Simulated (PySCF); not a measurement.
Species: C6H9N3.
Numbering: `[CH3:1][c:2]1[cH:3][n:4]([CH:5]2[CH2:6][CH2:7]2)[n:8][n:9]1`

NICS = −σ at a ghost point: NICS(0) at the centroid of the ring atoms, NICS(1) 1 Å to either side along the normal of their mean plane, zz for the tensor component along that normal. Level: GIAO PBE0/pcSseg-1 (PySCF, non-relativistic, gas phase) on the GFN2-xTB geometry, one conformer.

Rings: 1. C2–C3–N4–N8–N9; 2. C5–C6–C7.

```
set  NICS(0)  NICS(1), two faces  NICS(1)zz, two faces
  P    -12.1       -12.8 / -12.8         -31.1 / -31.1
  Q    -40.2         -5.5 / -8.3         -19.8 / -23.2
```

Question: Which set (ppm) belongs to which ring?

Answer: P = 1, Q = 2.
- 1 (5-membered ring with 3 N; formal bonds all aromatic): mean NICS(1)zz -31.1 ppm, shielded. For a flat ring without four-coordinate atoms the NICS criterion counts such a value as aromatic.
- 2 (3-membered carbocycle; formal bonds all single): mean NICS(1)zz -21.5 ppm, shielded. C5, C6, C7 have four or more neighbours, so the value isn't read as a sign of a π ring current.

Question: How do the rings differ in shape?

Answer: 
| ring | bond lengths (Å) | rms pucker (Å) | HOMA | nearest outside atom to a NICS(1) probe (Å) |
| --- | --- | --- | --- | --- |
| 1 | 1.382, 1.353, 1.328, 1.281, 1.349 | 0.00 | 0.96 | hydrogen 2.46 |
| 2 | 1.501, 1.496, 1.501 | 0.00 | – | hydrogen 1.43 |

HOMA = 1 − mean of α(R − Ropt)² over the ring bonds, with Krygowski's 1993 parameters (CC: Ropt 1.388 Å, α 257.7 Å⁻²; CN: Ropt 1.334 Å, α 93.52 Å⁻²; NN: Ropt 1.309 Å, α 130.33 Å⁻²). A dash marks a ring with a four-coordinate atom, a triple bond, no multiple bond or a kind of bond without parameters.

The values belong to the conformer `[CH3:1][c:2]1[cH:3][n:4]([CH:5]2[CH2:6][CH2:7]2)[n:8][n:9]1`: C3–N4–C5–C6 -146°.
